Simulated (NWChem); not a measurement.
System: TiH$_{3}$Br; SMILES [TiH3][Br]

All runs: NWChem. Medium grid unless said otherwise, to which SCAN and Minnesota functionals are sensitive. Coordinates come from a PBE0/def2-SVP optimisation. Hybrids' shares of exact exchange are those that their runs print; pure functionals count as 0. The functionals differ in more than this share.

```csv
row,share of exact exchange,highest occupied level (eV)
PBE/def2-SVP,0.00,-7.53
PW91/def2-SVP,0.00,-7.59
TPSSh/def2-SVP,0.10,-8.44
B3LYP/def2-SVP,0.20,-8.79
M05-2X/def2-SVP,0.56,withheld
```

Fit a straight line of the last column on the one before it, predict the withheld value, and compare with the run.


1. Means of the 4 shown rows: x = 0.075, y = -8.088. Slope Σ(x − x̄)(y − ȳ)/Σ(x − x̄)² = -0.1757/0.02750 = -6.391; intercept -7.608.
2. The shown rows scatter about the line by 0.115 (root mean square); the largest residual is -0.19, at TPSSh/def2-SVP.
3. At x = 0.56 (M05-2X/def2-SVP; beyond the shown range) the line gives -11.19.
4. The run gives -10.46, +0.73 from the line, 6.3 times the scatter.
